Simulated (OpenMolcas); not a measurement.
**neutral nitrogen: effect of the IPEA shift**

* Program: OpenMolcas
* Basis: ANO-RCC-VTZP [4s3p2d1f]
* Scalar Hamiltonian: DKH2, point nucleus
* Active space: 5 electrons in 9 orbitals (RAS2 2s 2p; RAS3 3d, at most 2 electrons)
* State averaging: 2S+1 = 4 odd, 1 root; 2S+1 = 2 odd, 8 roots; 2S+1 = 4 even, 3 roots; 2S+1 = 2 even, 5 roots (0 in the spin-orbit step)
* Spin-orbit coupling: state interaction with AMFI integrals over the reference wave functions, term energies averaged over their components

Methods on the same reference wave functions:
A. RASSCF
B. SS-RASPT2, IPEA 0 Eh, imaginary shift 0.1 Eh (closed shells correlated: 1s)
C. SS-RASPT2, IPEA 0.25 Eh, imaginary shift 0.1 Eh (closed shells correlated: 1s)

Energies in cm⁻¹ above 2s² 2p³ ⁴S°_3/2, the measured ground level; measured values from NIST Handbook of Basic Atomic Spectroscopic Data.

```
          Level      A      B      C  Measured
2s² 2p³ ⁴S°_3/2    0.0    0.0    0.0       0.0
2s² 2p³ ²D°_3/2  22547  19800  19880     19233
2s² 2p³ ²D°_5/2  22547  19800  19880     19224
2s² 2p³ ²P°_3/2  33471  29710  29820     28839
2s² 2p³ ²P°_1/2  33474  29710  29820     28839
  2s 2p⁴ ⁴P_5/2  91052  88250  88340     88107
  2s 2p⁴ ⁴P_3/2  91112  88310  88400     88151
  2s 2p⁴ ⁴P_1/2  91148  88340  88440     88171
```

Deviations, from unrounded energies. A percentage is the sum of absolute deviations over the sum of measured energies, with the sign that they share, or ± where signs differ.

```csv
Against measurement,Levels,A,B,C
mean absolute deviation (cm-1),7,3500,480,570
other terms of the ground configuration (%),4,+16.5,+3.0,+3.4
other configurations (%),3,+3.4,+0.2,+0.3
```

B lies closest to measurement on these levels and A furthest from it. The largest miss of B in the table is 2s² 2p³ ²P°_1/2, by +870 cm-1. The ranking rests on the paired levels alone, and a cruder setting can come out closer through cancelling errors.

Between B and C the level of the table that moves most is 2s² 2p³ ²P°_1/2, by 110 cm-1 (lowest in B, highest in C). Moves below CASPT2's spread within the term are not significant.

From A to B the spin-free energies of the other terms of 2s² 2p³ shown, above ⁴S°, scale by factors of 0.88 to 0.89.

The lowest spin-free term lies below A's lowest term by 0.060 hartree in B, 0.058 hartree in C.

CASPT2 does not keep the components of a term degenerate, so their means are used; among the terms shown or strongly mixed into the levels shown the widest spread is 11 cm-1 (2s² 2p³ ²D°, C). Active for correlation alone: 3d; no level in the range computed is led by a configuration that fills it, so any true level of that kind is missing. Without dynamic correlation excited terms often stand tens of per cent too high (terms of higher spin than the ground term too low), and those without a measured partner can miss by more than the paired ones (holds for A). Computed and measured levels are paired by configuration, term and J; levels that our copy of the source lacks, or whose pairing is in doubt (as where it misses far off the trend of its configuration), stay unpaired and out of the deviations. Only configurations of the active space appear.

° marks odd parity.
